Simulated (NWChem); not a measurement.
System: BNH2BrF; SMILES NB(F)Br

```xyz
6

B     -0.0100     0.9321     0.0000
F     -1.1745     1.5693     0.0000
Br    -0.0243    -0.9989     0.0000
N      1.1881     1.6343     0.0000
H      2.0910     1.1825     0.0000
H      1.2106     2.6462     0.0000
```
Atoms are numbered in this order, from 1.

Level: PBE0/def2-SVP (NWChem), optimised geometry, unscaled harmonic frequencies. This build's default masses of Se (78.918 u) and Br (79.917 u) are each other's, which moves their modes by up to 0.6 %.

List the harmonic frequencies with IR intensities, and the thermochemistry.


```json
[
 {"frequency (cm⁻¹)": "282", "IR intensity (km/mol)": "2.4"},
 {"frequency (cm⁻¹)": "329", "IR intensity (km/mol)": "0.9"},
 {"frequency (cm⁻¹)": "466", "IR intensity (km/mol)": "121.8"},
 {"frequency (cm⁻¹)": "529", "IR intensity (km/mol)": "69.9"},
 {"frequency (cm⁻¹)": "571", "IR intensity (km/mol)": "34.7"},
 {"frequency (cm⁻¹)": "591", "IR intensity (km/mol)": "26.8"},
 {"frequency (cm⁻¹)": "896", "IR intensity (km/mol)": "6.6"},
 {"frequency (cm⁻¹)": "1219", "IR intensity (km/mol)": "390.4"},
 {"frequency (cm⁻¹)": "1437", "IR intensity (km/mol)": "110.4"},
 {"frequency (cm⁻¹)": "1598", "IR intensity (km/mol)": "285.2"},
 {"frequency (cm⁻¹)": "3642", "IR intensity (km/mol)": "72.6"},
 {"frequency (cm⁻¹)": "3761", "IR intensity (km/mol)": "63.6"}
]
```

```yaml
zero_point_energy: 21.9 kcal/mol
thermal correction to the enthalpy at 298.15 K (with zero-point energy): 25.3 kcal/mol
heat capacity Cv: 14.8 cal/(mol K)
entropy at 298.15 K and 1 atm (symmetry number 1): 71.8 cal/(mol K)
dipole_moment: 3.05 D
```

Rigid rotor and harmonic oscillator.
